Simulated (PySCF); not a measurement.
SiW⁺ at TPSSh

Level: TPSSh. PySCF, scalar-relativistic core potentials, basis sets Si def2-TZVPPD, W def2-TZVPPD with ECP60.

For SiW⁺, the state is ⁶Σ⁺ (sextet), unpaired electrons σ ↑, π ↑↑, δ ↑↑. The bond length is 2.439 Å and the harmonic wavenumber is 366 cm⁻¹. The force constant is 1.91 mdyn/Å, the rotational constant Be is 0.1167 cm⁻¹ and the anharmonicity ωexe is 1.10 cm⁻¹. The vibration–rotation constant αe is 0.000470 cm⁻¹ and the bond order (Mayer) is 1.81. The dipole moment (positive dipole points towards W; it is taken about the centre of mass and depends on that origin) is -1.63 D.

De is left out where the level can put another filling of the metal’s s and d shells below the measured ground configuration, by anything from nothing to about 1 eV. Spin–orbit coupling is left out, which matters for elements this heavy, above all for dissociation energies. With d or f electrons several states lie close, and the lowest PBE0 determinant need not be the measured ground state.
